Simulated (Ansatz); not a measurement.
`[OH][Al]1[O][SiH2]1` + HBr → `[Br][Al]1[O][SiH2]1` + H₂O at 500 K and 1 bar (ligand exchange at the Al–O bond).

Calculated with Ansatz (gas phase, PBE0-D4/def2-TZVP geometries, no zero-point term in ΔE). CCSD(T)/CBS is the MP2 limit (def2-TZVPP, def2-QZVPP) plus CCSD(T) − MP2 in def2-TZVPP, frozen cores. This one scheme is used for every species. For Br outer-core shells are correlated without core-valence functions, which leaves a few kJ/mol of doubt a bond. Scalar relativity is left out up to krypton. One conformer a species, not always the lowest.

| species | CCSD(T)/CBS energy (Eh) | H − E (kJ/mol) | S (J/(mol·K)) |
| --- | --- | --- | --- |
| `[OH][Al]1[O][SiH2]1` | -683.33413 | 129.4 | 367.3 |
| HBr | -2573.91920 | 30.5 | 213.7 |
| `[Br][Al]1[O][SiH2]1` | -3180.88638 | 94.7 | 377.7 |
| H₂O | -76.37941 | 73.2 | 206.3 |

H − E and S are ideal-gas, rigid-rotor, harmonic terms from PBE0-D4/def2-TZVP, for one conformer and one mirror image of each species. 1 Eh = 2625.50 kJ/mol, R = 8.31446 J/(mol·K).

Question: By hand: ΔE, ΔH, ΔS and ΔG.

Answer: ΔE = (-3180.88638) + (-76.37941) − (-683.33413) − (-2573.91920) = -0.01246 Eh = -32.7 kJ/mol. Δ(H − E) = 94.7 + 73.2 − 129.4 − 30.5 = 8.0, so ΔH = -24.7 kJ/mol. ΔS = 377.7 + 206.3 − 367.3 − 213.7 = 3.0 J/(mol·K). ΔG = -24.7 − 500 × (3.0)/1000 = -26.2 kJ/mol.

Question: By hand: the equilibrium constant, and the temperature at which ΔG would vanish if ΔH and ΔS stayed fixed.

Answer: log₁₀ K = −ΔG/(RT ln 10) = 2.7. ΔH and −TΔS have one sign here, so there is no such temperature.

The number of gas molecules stays the same, so ΔS is small and ΔH decides. A doubt of 5 kJ/mol in ΔE shifts log₁₀ K by 0.5 here. Other conformers and mirror images would add mixing entropy, several J/(mol·K) or more a flexible species. These are equilibria of isolated gas molecules and say nothing of rates. Largest T1 diagnostic: 0.015 (customary marks: 0.02 for closed shells, 0.045 for open ones).

ΔS is within the doubt of such terms, so its sign, and with it that verdict, could turn.
